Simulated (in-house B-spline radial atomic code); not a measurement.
Inner levels of tungsten as electrons are removed. A shift is the extra binding of the orbital against the neutral atom ([Xe] 4f14 5d3/2(4) 6s2). The density at the nucleus is averaged over the nuclear charge. Computed with an all-electron radial atomic-structure program (B-spline basis): Dirac-Hartree-Fock, jj configuration that fills j = l - 1/2 first, finite nuclei.

A number in brackets counts the electrons of a j subshell.

```
 ion                             configuration  shift of 4f7/2 (eV)  shift of 2p1/2 (eV)  shift of 3d5/2 (eV)  radius of 4f7/2 (bohr)  radius of 2p1/2 (bohr)  radius of 3d5/2 (bohr)  Σ<r²> (bohr²)  change of density at nucleus (bohr⁻³)
   W                    [Xe] 4f14 5d3/2(4) 6s2                    0                    0                    0                 0.60068                0.063733                 0.18424         71.108                                      -
  W+                    [Xe] 4f14 5d3/2(4) 6s1               7.3279               7.3396               7.3316                 0.60066                0.063733                 0.18424         53.693                                 -48.34
 W2+                        [Xe] 4f14 5d3/2(4)               15.862               15.906               15.878                 0.60054                0.063733                 0.18424         41.278                                -123.62
 W3+                        [Xe] 4f14 5d3/2(3)                29.16               29.257               29.192                 0.59984                0.063732                 0.18424         35.499                                -106.62
 W4+                        [Xe] 4f14 5d3/2(2)               43.894               44.123               43.987                 0.59876                0.063732                 0.18424         30.979                                 -83.63
 W5+                        [Xe] 4f14 5d3/2(1)               59.836               60.292               60.048                  0.5973                0.063732                 0.18423         27.239                                 -55.16
 W6+                                 [Xe] 4f14               76.836               77.627               77.235                  0.5955                0.063731                 0.18422         24.032                                 -21.61
 W7+                    [Xe] 4f5/2(6) 4f7/2(7)               105.77               108.15               108.64                   0.579                0.063734                  0.1842         22.508                                  98.46
 W8+      [Kr] 4d10 4f14 5s2 5p1/2(2) 5p3/2(2)                    ?                    ?                    ?                       ?                       ?                       ?              ?                                      ?
 W9+      [Kr] 4d10 4f14 5s2 5p1/2(2) 5p3/2(1)                    ?                    ?                    ?                       ?                       ?                       ?              ?                                      ?
W10+               [Kr] 4d10 4f14 5s2 5p1/2(2)               162.65               168.11               165.04                 0.57792                0.063725                 0.18419         16.339                                 240.13
W11+  [Kr] 4d10 4f5/2(6) 4f7/2(7) 5s2 5p1/2(2)                195.1               202.94               200.55                 0.56344                0.063727                 0.18415         15.368                                  377.7
W12+                        [Kr] 4d10 4f14 5s2               211.25               219.62               215.21                  0.5695                0.063723                 0.18415         13.403                                 285.12
W13+           [Kr] 4d10 4f5/2(6) 4f7/2(7) 5s2               245.34                256.5                252.7                 0.55583                0.063726                 0.18411         12.604                                 424.55
W14+           [Kr] 4d10 4f5/2(6) 4f7/2(6) 5s2               280.84               295.18               292.01                  0.5432                0.063728                 0.18405         11.876                                 573.64
W15+           [Kr] 4d10 4f5/2(6) 4f7/2(5) 5s2                    ?                    ?                    ?                       ?                       ?                       ?              ?                                      ?
W16+           [Kr] 4d10 4f5/2(6) 4f7/2(5) 5s1               345.91               366.34               362.79                 0.52776                0.063729                 0.18396          10.13                                 -283.5
W17+               [Kr] 4d10 4f5/2(6) 4f7/2(5)               374.62               397.72               393.11                 0.52411                0.063727                 0.18393         9.0928                                -1358.9
W18+               [Kr] 4d10 4f5/2(6) 4f7/2(4)               414.18               441.69                437.6                 0.51372                 0.06373                 0.18385         8.5655                               -1288.16
W19+               [Kr] 4d10 4f5/2(6) 4f7/2(3)               454.99               487.31               483.72                 0.50394                0.063733                 0.18376         8.0758                               -1210.03
W20+               [Kr] 4d10 4f5/2(6) 4f7/2(2)                  497               534.56               531.43                  0.4947                0.063736                 0.18366         7.6192                               -1124.51
W21+               [Kr] 4d10 4f5/2(6) 4f7/2(1)               540.22               583.42                580.7                 0.48594                 0.06374                 0.18355         7.1922                               -1031.61
```

Task: Fill in the row of W8+.

Result: shift of 4f7/2 (eV): 118.45; shift of 2p1/2 (eV): 121.26; shift of 3d5/2 (eV): 119.66; radius of 4f7/2 (bohr): 0.58663; radius of 2p1/2 (bohr): 0.063728; radius of 3d5/2 (bohr): 0.18421; Σ<r²> (bohr²): 19.925; change of density at nucleus (bohr⁻³): 102.49.

Task: Fill in the row of W9+.

Result: shift of 4f7/2 (eV): 140.24; shift of 2p1/2 (eV): 144.29; shift of 3d5/2 (eV): 141.99; radius of 4f7/2 (bohr): 0.58225; radius of 2p1/2 (bohr): 0.063726; radius of 3d5/2 (bohr): 0.1842; Σ<r²> (bohr²): 18.076; change of density at nucleus (bohr⁻³): 169.63.

Task: Fill in the row of W15+.

Result: shift of 4f7/2 (eV): 317.69; shift of 2p1/2 (eV): 335.63; shift of 3d5/2 (eV): 333.09; radius of 4f7/2 (bohr): 0.53147; radius of 2p1/2 (bohr): 0.063731; radius of 3d5/2 (bohr): 0.18399; Σ<r²> (bohr²): 11.209; change of density at nucleus (bohr⁻³): 732.18.
